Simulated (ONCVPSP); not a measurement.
# Varying the ONCV potential for In (Z = 49)

Base potential:

indium (In), optimised norm-conserving Vanderbilt (ONCV), made with ONCVPSP 4.0.1 (LDA (Perdew-Wang 92), scalar-relativistic). Core [Ar] 3d10, reference 4s2 4p6 4d10 5s2 5p1. Waves: 4s+5s: rc 1.60 bohr, ncon 4, nbas 8, qcut 8.6 1/bohr, 2 projectors; 4p+5p: rc 1.55 bohr, ncon 4, nbas 7, qcut 9.7 1/bohr, 2 projectors; 4d: rc 1.30 bohr, ncon 4, nbas 9, qcut 13.9 1/bohr, 2 projectors, debl 1.3 Ha. Local part: polynomial inside 1.05 bohr (lpopt 5, dvloc0 0 Ha). Core correction: none.

All-electron outer shells of the reference configuration (LDA (PZ), scalar-relativistic, ld1.x):

```json
{"shell": "3p", "level (eV)": "-648.74", "outermost node (bohr)": "0.14", "outermost maximum (bohr)": "0.31"}
{"shell": "3d", "level (eV)": "-433.01", "outermost node (bohr)": "–", "outermost maximum (bohr)": "0.26"}
{"shell": "4s", "level (eV)": "-119.46", "outermost node (bohr)": "0.41", "outermost maximum (bohr)": "0.77"}
{"shell": "4p", "level (eV)": "-78.05", "outermost node (bohr)": "0.42", "outermost maximum (bohr)": "0.82"}
{"shell": "4d", "level (eV)": "-18.71", "outermost node (bohr)": "0.40", "outermost maximum (bohr)": "0.94"}
{"shell": "5s", "level (eV)": "-8.49", "outermost node (bohr)": "1.02", "outermost maximum (bohr)": "2.13"}
{"shell": "5p", "level (eV)": "-2.70", "outermost node (bohr)": "1.14", "outermost maximum (bohr)": "2.85"}
```

Cutoffs, loose and tight: the cutoffs (Ha) at which the residual kinetic energy of the hardest occupied pseudo-wave falls to 1 and 0.1 mHa per electron. They do not see the model core or the augmentation charge, which bear on the density cutoff. Test errors are all-electron minus pseudo excitation energies from the reference, over the configurations 4s2 4p6 4d10 5s2 5p0; 4s2 4p6 4d10 5s1 5p0; 4s2 4p6 4d10 5s0 5p0; 4s2 4p5 4d10 5s2 5p1. A dash means not determined; rows that change the core or the reference have their own tests. The largest error is taken over the tests solved by every variant that gives reliable tests at all: 4s2 4p5 4d10 5s2 5p1; 4s2 4p6 4d10 5s1 5p0; 4s2 4p6 4d10 5s2 5p0.

| change | outcome | cutoff, loose | cutoff, tight | bound ghosts | GHOST(+) flags above zero | largest test error (meV) |
| --- | --- | --- | --- | --- | --- | --- |
| base | generated | 46 Ha | 57 Ha | none | s | -100 |
| local potential polynomial inside 0.95 bohr (lpopt 5, dvloc0 0 Ha) | generated | 46 Ha | 57 Ha | none | s | -99 |
| all radii scaled by about 1.27 (s 2.04, p 1.96, d 1.66 bohr); local potential polynomial inside 1.34 bohr (lpopt 5, dvloc0 0 Ha) | generated | 49 Ha | 62 Ha | none | none | -141 |
| d: nproj 1 | generated | 46 Ha | 57 Ha | none | s | -94 |
| core [Kr] 4d10, valence charge 3; reference 5s1.5; waves now 5s: rc 2.00 bohr, ncon 4, nbas 7, qcut 2.9 1/bohr, 2 projectors, debl 0.8 Ha; p scattering state at 0.4 Ha: rc 1.60 bohr, ncon 4, nbas 7, qcut 6 1/bohr, 3 projectors, debl 0.9 Ha; local potential polynomial inside 1.30 bohr (lpopt 5, dvloc0 6 Ha) | failed: ERROR pspot: first pseudo wave function has node, program will stop | – | – | – | – | – |
| s: qcut 5.3 | generated | 46 Ha | 57 Ha | none | s | -93 |

(1) What comes out with this change to the base: functional PBEsol?

## Answers

(1) outcome: generated; cutoff, loose: 45 Ha; cutoff, tight: 56 Ha; bound ghosts: none; GHOST(+) flags above zero: s; largest test error (meV): -101.
